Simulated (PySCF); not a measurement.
**Exercise with solution: oscillator strength and radiative lifetime**

p-cresol (C7H8O), SMILES Cc1ccc(O)cc1.

Geometry: B3LYP-D3(BJ)/def2-SVP. One conformer was computed; it need not be the lowest.

TDA-LC-ωPBE/def2-SVPD (PySCF) puts the first singlet state with f over 0.02 at 5.25 eV (vertical), with the transition dipole (-0.535, -0.103, 0.000) in atomic units.

Q: Find the oscillator strength, the wavelength and the radiative lifetime that this transition would have in vacuum if emission retraced absorption.

A: 
|μ|² = 0.2968 au, so |μ| = 1.38 D. ΔE = 5.25/27.211 = 0.1929 hartree. f = (2/3) ΔE |μ|² = 0.038 (the program prints 0.038).
λ = 1239.84/5.25 = 236 nm; ν = 42344 cm⁻¹.
Einstein's coefficient A = 0.6670 ν² f s⁻¹ (ν in cm⁻¹) = 4.6e7 s⁻¹, so τ = 1/A = 22 ns. This state is S1. The figure is the radiative limit of this one transition; relaxation, internal conversion, crossing to triplets and a medium change what is measured.
